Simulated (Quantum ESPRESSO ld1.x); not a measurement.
Values are calculated unless marked as measured or tabulated.
All-electron atom: Sc5+ in [Ne] 3s2 3p4. Level of theory: scalar-relativistic Kohn-Sham, LDA (Slater exchange, VWN5 correlation), spin-polarised, spherical densities, point nucleus; open shells are filled with parallel spins first (ld1.x of Quantum ESPRESSO 7.5).

Normalised radial functions P(r) = r R(r), r in bohr:

```
   r/bohr * 3p up, o 3p down (the largest magnitude, 1.06, reaches the edge; | marks zero, & curves that meet)
 0.008527                             &
 0.009614                             &
  0.01075                             &
  0.01212                             &
  0.01356                             &
  0.01529                             |&
   0.0171                             |&
  0.01928                             |&
  0.02157                             |&
  0.02432                             |&
   0.0272                             | &
  0.03042                             | &
   0.0343                             | &
  0.03837                             |  &
  0.04326                             |  &
  0.04839                             |   &
  0.05456                             |    &
  0.06102                             |     &
   0.0688                             |      &
  0.07696                             |       &
  0.08677                             |        &
  0.09705                             |         &
   0.1094                             |          &
   0.1224                             |           &
    0.138                             |            &
   0.1544                             |             &
    0.174                             |             &
   0.1947                             |             &
   0.2195                             |             &
   0.2455                             |           &
   0.2768                             |         &
   0.3096                             |       &
   0.3463                             |   &
   0.3904                             &
   0.4367                        &    |
   0.4924                   &         |
   0.5507              &              |
   0.6209          &                  |
   0.6945      &                      |
   0.7831   &                         |
   0.8759  &                          |
   0.9876  &                          |
    1.105    &                        |
    1.245      &                      |
    1.393          &                  |
    1.571              &              |
    1.757                  &          |
    1.981                     &       |
    2.215                        &    |
    2.498                          &  |
    2.794                           & |
     3.15                            &|
    3.524                             &
```

3p up: eigenvalue -104.64 eV, 1 radial node at r = 0.389 bohr, <r> = 1.05 bohr, 90 % of the charge inside 1.58 bohr. 3p down: eigenvalue -101.47 eV, 1 radial node at r = 0.389 bohr, <r> = 1.06 bohr, 90 % of the charge inside 1.60 bohr.
